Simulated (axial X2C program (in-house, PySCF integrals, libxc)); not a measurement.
Worked dissociation energy of AlAu⁺: PBE0, spin-free

Computed with an in-house all-electron X2C program for linear molecules (integrals from PySCF). Spin-free means the one-electron spin-free X2C Hamiltonian. Basis: Au dyall-cv3z [13s14p9d6f4g], Al dyall-v3z [8s8p2d1f] (cores contracted in-house); Gaussian nuclei, density fitting, unrestricted open shells. Masses: Au 196.967 u, Al 26.982 u.

Molecular state: M_S = 1/2, Λ = 0 (beyond evenly filled blocks: σα).

* E(Au) (2M_S = 1, M_L = 0): -19014.563501 hartree
* E(Al+) (2M_S = 0, M_L = 0): -242.473206 hartree
* E(AlAu⁺) at Re: -19257.096104 hartree
* ωe: 309.2 cm⁻¹
* ωexe: 2.31 cm⁻¹

Question: Work out De and D0.

Answer: De = -19014.563501 + (-242.473206) − (-19257.096104) = 0.05940 hartree = 1.616 eV. The zero-point energy is ωe/2 − ωexe/4 = 154 cm⁻¹ = 0.019 eV, so D0 = 1.597 eV.

Occupations by symmetry block were frozen at the best pattern of an incomplete PBE0 search. Dissociation energies refer to the lowest single-determinant-based atoms at the same level and basis.

Each atomic determinant is the lowest at this level and need not be a pure term. Totals compare only within one Hamiltonian and basis.
